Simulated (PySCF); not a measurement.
Input for PySCF: R-M06-2X/6-31G* on H4Se2Si (SMILES [SiH3][Se][SeH]), a point of a torsion scan.

```python
from pyscf import gto, scf, dft, mp
from pyscf.data.elements import chemcore

mol = gto.M(
    atom='''
    Si   -1.01359363   -0.15871887    0.05217745
    Se    0.40549344    1.62288974   -0.26970161
    Se    2.46437458    0.57918419    0.06387079
    H    -0.71217397   -1.19576168   -0.93065844
    H    -2.32665833    0.44208519   -0.11755662
    H    -0.78014485   -0.66133141    1.40744540
    H     1.99408861   -0.42268219    1.00834668
    ''',
    basis='6-31g*',
    cart=True,
    charge=0, spin=0, verbose=3, max_memory=1800)
mf = dft.RKS(mol, xc='m062x')
mf.conv_tol = 1e-8
mf.max_cycle = 100
mf.kernel()
if not mf.converged:
    mf = mf.newton().run(mf.mo_coeff, mf.mo_occ)
```

Program output:

```
converged SCF energy = -5094.41071570128
```

The calculation finished and met its thresholds.

Cost: around 16 core-seconds (rough).
